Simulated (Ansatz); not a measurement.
Molecule: difluoroboranylsilane, sum formula BSiH$_{3}$F$_{2}$, net charge 0, singlet state. SMILES: FB(F)[SiH3]
Geometry: optimised at B3LYP-D3(BJ)/def2-TZVP (Ansatz, an electronic-structure program).

Computed values are from Ansatz. Valence correlation only, unless marked. UHF or UKS for open shells. No spin-orbit coupling. No relativistic terms. Basis-set limits of correlation are two-point, X^-3; Hartree-Fock from the larger set (for Q and 5 zeta extrapolated as (X+1)exp(-9√X)). [CCSD(T)-MP2]/basis is that difference in the basis named.

What is the vertical ionisation energy (to the doublet) at RI-MP2/CBS(aug-cc-pV(T+d)Z,aug-cc-pV(Q+d)Z)+[CCSD(T)-MP2]/aug-cc-pV(T+d)Z?

11.87 eV.

What is the atomisation energy De at CCSD(T)/CBS(cc-pV(Q+d)Z,cc-pV(5+d)Z)?

2568.7 kJ/mol.

What is the vertical triplet-singlet gap at RI-MP2/CBS(aug-cc-pV(T+d)Z,aug-cc-pV(Q+d)Z)+[CCSD(T)-MP2]/aug-cc-pV(T+d)Z?

5.65 eV.

What is the T1 diagnostic at CCSD/cc-pV(5+d)Z?

0.013.

What is the dipole moment at CCSD(T)/aug-cc-pV(D+d)Z?

1.02 D.
